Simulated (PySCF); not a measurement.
# PBE on Sn⁶⁺ (tin, charge +6)

Configuration: [Kr] 4d8, high-spin 3F determinant. Calculation: PySCF 2.14, in an even-tempered Gaussian basis (22 s from 0.14 bohr⁻², ratio 2.5; 16 p from 0.18 bohr⁻², ratio 2.5; 11 d from 0.18 bohr⁻², ratio 2.5; 5 f from 1.8 bohr⁻², ratio 2.7; 4 g from 2.6 bohr⁻², ratio 2.7); scalar relativity by spin-free X2C-1e.

```json
{"Total energy": "-6166.28 hartree", "One-electron energy": "-8337.18 hartree", "Hartree (Coulomb) energy": "2334.40 hartree", "Exchange-correlation energy": "-163.51 hartree", "⟨S²⟩": "2.0004", "⟨L²⟩": "12.005", "Sum of ⟨r⟩": "21.68 bohr", "Sum of ⟨r²⟩": "18.37 bohr²", "Time after the integrals": "5.7 s of wall time on 2 threads of Neoverse-N1 (shared host)"}
```

| shell | electrons | mean orbital energy (eV) | spread (eV) | rms radius, mean of both spins (bohr) |
| --- | --- | --- | --- | --- |
| 1s α | 1 | -29048.3 | 0 | 0.0333 |
| 1s β | 1 | -29048.3 | 0 | 0.0333 |
| 2s α | 1 | -4461.2 | 0 | 0.136 |
| 2s β | 1 | -4460.6 | 0 | 0.136 |
| 2p α | 3 | -4016.4 | 0 | 0.121 |
| 2p β | 3 | -4015.9 | 0 | 0.121 |
| 3s α | 1 | -931.55 | 0 | 0.363 |
| 3s β | 1 | -931.26 | 0 | 0.363 |
| 3p α | 3 | -785.91 | 0 | 0.364 |
| 3p β | 3 | -785.57 | 0 | 0.364 |
| 3d α | 5 | -560.79 | 0.538 | 0.342 |
| 3d β | 5 | -560.26 | 0.072 | 0.342 |
| 4s α | 1 | -218.75 | 0 | 0.859 |
| 4s β | 1 | -216.57 | 0 | 0.859 |
| 4p α | 3 | -173.89 | 0 | 0.924 |
| 4p β | 3 | -171.69 | 0 | 0.924 |
| 4d α | 5 | -107.43 | 1.376 | 1.08 |
| 4d β | 3 | -105.72 | 0 | 1.08 |

Densities and radii are taken from the X2C orbitals without a picture-change correction, which distorts them close to the nucleus.
